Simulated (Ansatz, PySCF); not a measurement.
System: fluoro selenohypofluorite, SeF$_{2}$, net charge 0, singlet state. SMILES: F[Se]F
Geometry: optimised at B3LYP-D3(BJ)/def2-TZVP (Ansatz, an electronic-structure program).

Wanted: atomisation energy (electronic, to ground-state atoms), in kJ/mol. Correlated levels leave the core frozen unless marked. UHF or UKS for open shells. Spin-orbit coupling is left out. The frozen core is the preceding noble-gas configuration, with the filled d and f shells of earlier blocks. Non-relativistic. The coupled-cluster limit lacks core correlation, which all-electron functionals hold. CBS(X,Y): correlation extrapolated as X^-3; Hartree-Fock from the larger set.

```
level                          program  atomisation energy (kJ/mol)
----------------------  --------------  ---------------------------
HF-D3(BJ)/def2-TZVPD     PySCF + dftd3                        321.3
HF-D4/def2-TZVPD         PySCF + dftd4                        304.8
BLYP-D3(BJ)/def2-TZVPD  Ansatz + dftd3                        746.8
BLYP-D4/def2-TZVPD      Ansatz + dftd4                        748.7
BP86-D4/def2-TZVPD       PySCF + dftd4                        768.7
TPSS-D4/def2-TZVPD       PySCF + dftd4                        737.3
PBE0/STO-3G                     Ansatz                        571.1
```

Question: Estimate the value at CCSD(T)/CBS(cc-pVTZ,cc-pVQZ) as computed with Ansatz.

Answer: 703.8 kJ/mol
